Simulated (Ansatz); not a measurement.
Ansatz (a program for electronic structure) input:

Ansatz 0.2 input:
```yaml
crystal:
  periodic: [false, false, false]
  atoms:
    - {symbol: B, position_ang: [0.17593083, -0.10747409, 0.52728663]}
    - {symbol: F, position_ang: [0.19150125, -0.35437987, 1.84429502]}
    - {symbol: C, position_ang: [1.51502201, 0.10421508, -0.15775466]}
    - {symbol: C, position_ang: [-1.22587078, -0.03577902, -0.20329215]}
    - {symbol: H, position_ang: [1.61447123, 0.32508026, -1.20653101]}
    - {symbol: H, position_ang: [2.45119592, 0.04221468, 0.37295170]}
    - {symbol: H, position_ang: [-1.62878451, 0.97510731, -0.13623917]}
    - {symbol: H, position_ang: [-1.95854322, -0.69048047, 0.26241355]}
    - {symbol: H, position_ang: [-1.16448913, -0.28123698, -1.25947638]}
basis:
  gaussian:
    orbitals: def2-TZVP
hamiltonian:
  xc: b3lyp
  dispersion: d3bj
magnetization: {spin_polarized: true, initial_magnetization: 1}
relax: {f_tol: 0.002, max_steps: 150}
```

Task: Which total energy does the run end on?

Result: -204.03390 Eh (B3LYP-D3(BJ)/def2-TZVP). The basis has 154 functions.

It need not be the lowest isomer of its formula.
